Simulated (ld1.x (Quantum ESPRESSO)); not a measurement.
Debugging a pseudopotential input (ruthenium (Ru), ld1.x (Quantum ESPRESSO) 7.5)

Command:

```bash
ld1.x < Ru.in > Ru.out
```

Input:

```
&input
   title='Ru', zed=44., rel=2, dft='PBESOL', iswitch=3, rmax=500.,
   config='[Kr] 4d7 5s1 5p0', rel_dist='average',
   nld=5, rlderiv=3.15, eminld=-2.0, emaxld=5.0, deld=0.02
 /
 &inputp
   pseudotype=2, tm=.true., lloc=0,
   nlcc=.false.,
   file_pseudopw='Ru.UPF', file_wfcaegen='ae.wfc', file_wfcncgen='nc.wfc', file_beta='beta', file_chi='chi'
 /
3
5P  2  1   0.00   0.00  2.90  2.90  0.0
4D  3  2   7.00   0.00  1.90  1.90  0.0
5S  1  0   1.00   0.00  2.40  2.40  0.0
 &test
   configts(1)='4d7 5s1 5p0'
 /
```

This is an input that runs to its end, with one change: mesh end rmax=500..

Task: How does the run end?

Result: The program runs through. The occupied levels of the test differ from the all-electron ones by at most 0.00001 Ry (unchanged input: 0.00001 Ry). Messages: Warning: convergence not achieved.

```

     n l  j  nl             e AE (Ry)       e PS (Ry)    De AE-PS (Ry)
     3 2 1.5 4D   1( 2.80)       -0.39782       -0.39782       -0.00000
     3 2 2.5 4D   1( 4.20)       -0.37413       -0.37414        0.00001
     1 0 0.5 5S   1( 1.00)       -0.31373       -0.31373        0.00000
     2 1 0.5 5P   1( 0.00)       -0.06911       -0.06911       -0.00000
     2 1 1.5 5P   1( 0.00)       -0.06117       -0.06117        0.00000

     eps = 3.2E-11  iter =201

     Etot =   -9058.443585 Ry,   -4529.221792 Ha, -123246.403583 eV
     Etotps =   -32.269659 Ry,     -16.134830 Ha,    -439.051079 eV

     Ekin =      33.079972 Ry,      16.539986 Ha,     450.075950 eV
     Encl =     -51.968149 Ry,     -25.984074 Ha,    -707.062685 eV
     Ehrt =      31.153201 Ry,      15.576600 Ha,     423.860890 eV
     Ecxc =      -6.207305 Ry,      -3.103653 Ha,     -84.454688 eV
     Epseu=     -38.327378 Ry,     -19.163689 Ha,    -521.470546 eV

     ---------------------- End of pseudopotential test ----------------------
```
